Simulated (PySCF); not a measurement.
## Excitation energy of Cl²⁺ by level of theory

Cl²⁺ [Ne] 3s2 3p3 (4S) → Cl²⁺ [Ne] 3s1 3p4 (4P), as a difference of total energies. Computed with PySCF 2.14 in aug-cc-pV(D+d)Z (5s4p3d, 32 functions), with no relativity, point nucleus. Correlated levels: valence: [Ne] frozen. The calculations carry no spin-orbit coupling.

```json
{"method": "UHF", "excitation energy (cm⁻¹)": "104010"}
{"method": "LDA", "excitation energy (cm⁻¹)": "101840"}
{"method": "PBE", "excitation energy (cm⁻¹)": "100940"}
{"method": "PBE0", "excitation energy (cm⁻¹)": "102310"}
{"method": "r2SCAN", "excitation energy (cm⁻¹)": "98925"}
{"method": "PW91", "excitation energy (cm⁻¹)": "100840"}
{"method": "MN15", "excitation energy (cm⁻¹)": "95722"}
{"method": "BHandHLYP", "excitation energy (cm⁻¹)": "104570"}
{"method": "r2SCAN0", "excitation energy (cm⁻¹)": "100600"}
{"method": "ROHF", "excitation energy (cm⁻¹)": "104310"}
{"method": "MP2 (valence)", "excitation energy (cm⁻¹)": "103100"}
{"method": "SCS-MP2 (valence)", "excitation energy (cm⁻¹)": "102900"}
```

A first-order spin-orbit estimate (lowest level to lowest level, LS coupling) adds -0.046 eV.
